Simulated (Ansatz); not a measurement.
Z-matrix (Å, degrees):
```
Si
S 1 2.132
O 1 1.641 2 113.3
H 1 1.477 2 108.3 3 -116.5
H 1 1.488 2 107.5 3 123.0
Ge 2 2.227 1 98.1 3 -95.4
H 3 0.958 1 117.8 2 50.3
H 6 1.539 2 109.6 1 48.8
H 6 1.533 2 105.9 1 167.9
H 6 1.535 2 110.1 1 -72.0
```

The species carries charge 0 and has multiplicity 1.

(1) List the PBE0/def2-TZVPP orbital energies in eV (the Gaussian-basis code of Ansatz). (Best estimate.)

Answers

(1) The calculation gave: Occupied: -10860.58, -2422.21, -1803.55, -1358.84, -1208.66, -1208.64, -1208.63, -522.91, -217.57, -171.56, -161.38, -161.33, -161.24, -145.74, -121.40, -121.33, -121.32, -100.44, -100.40, -100.37, -34.22, -34.19, -34.18, -34.10, -34.10, -28.36, -20.26, -16.09, -15.40, -13.14, -11.19, -10.99, -10.41, -10.24, -9.52, -9.15, -8.54, -7.54. Lowest empty: -0.30, 0.06, 0.58, 0.84, 1.13, 1.66, 2.05, 2.44.
